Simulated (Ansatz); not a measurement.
Program: Ansatz. Geometries: PBE0-D4/def2-TZVP. ΔE: electronic, gas phase. CBS: MP2 limit from def2 TZ/QZ plus the TZ coupled-cluster correction, frozen cores. This one scheme is used for every species. DFT in def2-TZVPP. B3LYP here is the variant with VWN-RPA as its local correlation; programs differ in this. HSE06 is defined as in plane-wave codes. For As outer-core shells are correlated without core-valence functions, which leaves a few kJ/mol of doubt a bond. Scalar relativity is left out up to krypton. One conformer a species, not always the lowest.

Consider the cleavage of the Si–B bond: `O[SiH2]B(O)F` + `[AsH3]` → `O[SiH2][AsH2]` + `OBF`.

```json
{"level": "LDA (SPW92)", "ΔE (kJ/mol)": "-49.8", "difference from CCSD(T)/CBS": "8.8"}
{"level": "PBE-D4", "ΔE (kJ/mol)": "-52.3", "difference from CCSD(T)/CBS": "6.3"}
{"level": "revPBE-D4", "ΔE (kJ/mol)": "-52.3", "difference from CCSD(T)/CBS": "6.3"}
{"level": "BLYP-D4", "ΔE (kJ/mol)": "-52.0", "difference from CCSD(T)/CBS": "6.6"}
{"level": "r2SCAN-D4", "ΔE (kJ/mol)": "-55.7", "difference from CCSD(T)/CBS": "2.9"}
{"level": "B97M-V", "ΔE (kJ/mol)": "-51.1", "difference from CCSD(T)/CBS": "7.5"}
{"level": "PBE0-D4", "ΔE (kJ/mol)": "-55.7", "difference from CCSD(T)/CBS": "2.9"}
{"level": "B3LYP-D4", "ΔE (kJ/mol)": "-54.6", "difference from CCSD(T)/CBS": "4.0"}
{"level": "r2SCAN0-D4", "ΔE (kJ/mol)": "-58.6", "difference from CCSD(T)/CBS": "0.0"}
{"level": "HSE06-D4", "ΔE (kJ/mol)": "-55.9", "difference from CCSD(T)/CBS": "2.7"}
{"level": "BHLYP-D4", "ΔE (kJ/mol)": "-58.3", "difference from CCSD(T)/CBS": "0.3"}
{"level": "CAM-B3LYP-D4", "ΔE (kJ/mol)": "-52.0", "difference from CCSD(T)/CBS": "6.6"}
{"level": "ωB97X-V", "ΔE (kJ/mol)": "-52.0", "difference from CCSD(T)/CBS": "6.6"}
{"level": "ωB97M-V", "ΔE (kJ/mol)": "-56.4", "difference from CCSD(T)/CBS": "2.2"}
{"level": "B2PLYP", "ΔE (kJ/mol)": "-56.5", "difference from CCSD(T)/CBS": "2.1"}
{"level": "PBE-QIDH", "ΔE (kJ/mol)": "-59.9", "difference from CCSD(T)/CBS": "-1.3"}
{"level": "PBE", "ΔE (kJ/mol)": "-51.3", "difference from CCSD(T)/CBS": "7.3"}
{"level": "revPBE", "ΔE (kJ/mol)": "-51.1", "difference from CCSD(T)/CBS": "7.5"}
{"level": "r2SCAN", "ΔE (kJ/mol)": "-55.6", "difference from CCSD(T)/CBS": "3.0"}
{"level": "PBE0", "ΔE (kJ/mol)": "-54.8", "difference from CCSD(T)/CBS": "3.8"}
{"level": "B3LYP", "ΔE (kJ/mol)": "-52.7", "difference from CCSD(T)/CBS": "5.9"}
{"level": "r2SCANh", "ΔE (kJ/mol)": "-56.8", "difference from CCSD(T)/CBS": "1.8"}
{"level": "r2SCAN0", "ΔE (kJ/mol)": "-58.4", "difference from CCSD(T)/CBS": "0.2"}
{"level": "BHLYP", "ΔE (kJ/mol)": "-55.6", "difference from CCSD(T)/CBS": "3.0"}
{"level": "CAM-B3LYP", "ΔE (kJ/mol)": "-51.1", "difference from CCSD(T)/CBS": "7.5"}
{"level": "RPA@PBE/def2-TZVPP", "ΔE (kJ/mol)": "-50.8", "difference from CCSD(T)/CBS": "7.8"}
{"level": "HF/def2-SVP", "ΔE (kJ/mol)": "-53.9", "difference from CCSD(T)/CBS": "4.7"}
{"level": "MP2/def2-SVP", "ΔE (kJ/mol)": "-56.5", "difference from CCSD(T)/CBS": "2.1"}
{"level": "CCSD/def2-SVP", "ΔE (kJ/mol)": "-48.4", "difference from CCSD(T)/CBS": "10.2"}
{"level": "HF/def2-TZVPP", "ΔE (kJ/mol)": "-57.1", "difference from CCSD(T)/CBS": "1.5"}
{"level": "MP2/def2-TZVPP", "ΔE (kJ/mol)": "-64.2", "difference from CCSD(T)/CBS": "-5.6"}
{"level": "SCS-MP2/def2-TZVPP", "ΔE (kJ/mol)": "-60.0", "difference from CCSD(T)/CBS": "-1.4"}
{"level": "CCSD/def2-TZVPP", "ΔE (kJ/mol)": "-55.1", "difference from CCSD(T)/CBS": "3.5"}
{"level": "CCSD(T)/def2-TZVPP", "ΔE (kJ/mol)": "-55.2", "difference from CCSD(T)/CBS": "3.4"}
{"level": "HF/def2-QZVPP", "ΔE (kJ/mol)": "-57.0", "difference from CCSD(T)/CBS": "1.6"}
{"level": "MP2/def2-QZVPP", "ΔE (kJ/mol)": "-66.1", "difference from CCSD(T)/CBS": "-7.5"}
{"level": "SCS-MP2/def2-QZVPP", "ΔE (kJ/mol)": "-61.6", "difference from CCSD(T)/CBS": "-3.0"}
{"level": "HF/CBS(def2)", "ΔE (kJ/mol)": "-57.0", "difference from CCSD(T)/CBS": "1.6"}
{"level": "MP2/CBS(def2)", "ΔE (kJ/mol)": "-67.6", "difference from CCSD(T)/CBS": "-9.0"}
{"level": "CCSD/CBS(def2)", "ΔE (kJ/mol)": "-58.4", "difference from CCSD(T)/CBS": "0.2"}
{"level": "CCSD(T)/CBS", "ΔE (kJ/mol)": "-58.6", "difference from CCSD(T)/CBS": "0"}
```

Task: What do rigid-rotor, harmonic-oscillator terms from PBE0-D4/def2-TZVP frequencies (298.15 K, 1 bar) make of the CCSD(T)/CBS value? (An estimate is asked.)

Result: Ansatz gave: ΔZPE = +5.8 kJ/mol, ΔH = -54.4 kJ/mol, ΔS = 7 J/(mol·K), ΔG = -56.5 kJ/mol. Modes under 50 cm⁻¹ make the entropy rough.

Largest T1 diagnostic among the species: 0.013.

From BLYP to BHLYP (50 % exact exchange), in def2-TZVPP and without D4, ΔE moves by −5.7 kJ/mol. Leaving LDA and LC-ωPBE aside and taking each functional with its dispersion term where it has one, the values spread over 8.8 kJ/mol, from PBE-QIDH to B97M-V.
